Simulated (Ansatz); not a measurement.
The cluster Cd₂F₂⁺, relaxed as a doublet with UKS r2SCAN-D4/def2-TZVP in Ansatz, starting from the GFN1-xTB geometry. Force threshold 0.02 eV/Å.

In the def2 sets Cd takes a core potential; there is no spin–orbit coupling. The relaxation made no stability test and no search for a lower SCF solution. Another isomer (doublet) lies 0.33 eV lower at PBE0-D4/def2-TZVP; other spin states weren't run for this one.

Start:

Cartesian coordinates in Å:
```
Cd -0.149 0.316 -1.014
Cd 0.332 -0.532 1.557
F 0.655 1.580 0.087
F -0.837 -1.364 -0.630
```

```csv
step,energy (eV),largest force component (eV/Å),SCF passes
1,-14559.6001,3.384,22
2,-14560.0470,1.185,28
3,-14560.2923,0.715,29
4,-14560.5661,0.907,33
5,-14560.7171,0.871,27
6 (rejected),-14560.6398,0.664,29
7,-14560.7708,0.206,24
8,-14560.7755,0.009,24
```

Force components are those of the run's own axes.

End:

Cartesian coordinates in Å:
```
Cd -0.302 0.520 -1.534
Cd 0.301 -0.519 1.534
F 0.600 1.184 0.284
F -0.598 -1.185 -0.284
```

Bonds formed: Cd2–F3, Cd2–F4 (atoms count from 1).

No frequencies were taken in this run, so the end may be a saddle point.

Run time 28 s (4 threads of Arm Neoverse V1 on a shared host).
